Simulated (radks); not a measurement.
Initial-state core-level shifts of the osmium ion Os+ when its valence configuration changes from [Xe] 4f14 5d6 6s1. Method: scalar-relativistic Kohn-Sham, PBE, spin-polarised, spherical densities, point nucleus; open shells are filled with parallel spins first (spin-orbit coupling, left out, can overturn this in heavy ions); computed with a radial shooting solver on a logarithmic mesh with Libxc functionals. Shifts are changes of the shell-averaged eigenvalues in eV (positive: less bound).

| valence | 2s | 2p | 4d | 5s |
|---|---|---|---|---|
| 4f14 5d7 | +2.706 | +2.703 | +2.677 | +2.564 |
| 4f13 5d6 6s1 6p1 | -16.723 | -16.575 | -15.796 | -8.825 |
| 4f13 5d6 6s2 | -15.315 | -15.169 | -14.378 | -7.424 |
| 4f14 5d4 6s1 6p2 | -9.572 | -9.562 | -9.442 | -9.046 |
| 4f13.5 5d6.5 6s1 | -5.906 | -5.836 | -5.502 | -2.167 |
| 4f14 5d6 6p1 | -1.562 | -1.561 | -1.575 | -1.580 |
| 4f13 5d5 6s1 6p2 | -21.632 | -21.477 | -20.615 | -13.344 |
| 4f14 5d5 6p2 | -6.028 | -6.021 | -5.999 | -5.813 |
| 4f12 5d6 6s1 6p2 | -34.566 | -34.254 | -32.381 | -17.928 |
